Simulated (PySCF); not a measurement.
Fractional electron number in Rh⁺ (rhodium, charge +1)

The 4d beta orbital of [Kr] 4d8 is emptied in steps (occupation f), with all orbitals relaxed, ending at [Kr] 4d7. All numbers are calculated (PySCF 2.14, a scalar-relativistic core potential, in def2-TZVPPD with the def2 core potential (28 electrons) (6s4p3d2f1g, 56 functions)). The exact energy is a straight line in f; departures are measured from the line between the end points of the same method.

```json
{"f": "1", "BHandHLYP (eV)": "0.000", "wB97X (eV)": "0.000", "HSE06 (eV)": "0.000"}
{"f": "0.9", "BHandHLYP (eV)": "-0.179", "wB97X (eV)": "-0.113", "HSE06 (eV)": "-0.376"}
{"f": "0.7", "BHandHLYP (eV)": "-0.425", "wB97X (eV)": "-0.270", "HSE06 (eV)": "-0.882"}
{"f": "0.5", "BHandHLYP (eV)": "-0.514", "wB97X (eV)": "-0.329", "HSE06 (eV)": "-1.055"}
{"f": "0.3", "BHandHLYP (eV)": "-0.440", "wB97X (eV)": "-0.281", "HSE06 (eV)": "-0.891"}
{"f": "0.1", "BHandHLYP (eV)": "-0.192", "wB97X (eV)": "-0.121", "HSE06 (eV)": "-0.384"}
{"f": "0", "BHandHLYP (eV)": "0.000", "wB97X (eV)": "0.000", "HSE06 (eV)": "0.000"}
```

Task: For BHandHLYP, how does the orbital energy at f = 1 compare with the removal energy?

Result: −ε = 16.164 eV against a total-energy difference of 18.132 eV. By Janak's theorem ε = ∂E/∂f, so the gap between them reflects the curvature. Along the path −ε is 16.527 (f = 0.9), 17.286 (f = 0.7), 18.088 (f = 0.5), 18.930 (f = 0.3), 19.819 (f = 0.1) eV.

```
   method  E(f=0) − E(f=1) (eV)  −ε at f=1 (eV)  −ε at f=0.5 (eV)
BHandHLYP                18.132          16.164            18.088
    wB97X                18.317          17.081            18.282
    HSE06                18.356          14.196            18.329
```

Reference removal energy between the ground levels: 18.08 eV (semi-empirical (NIST evaluation); NIST Atomic Spectra Database, ionization energies). The calculation has no spin-orbit coupling. The determinant left behind need not be the lowest term of the ion.
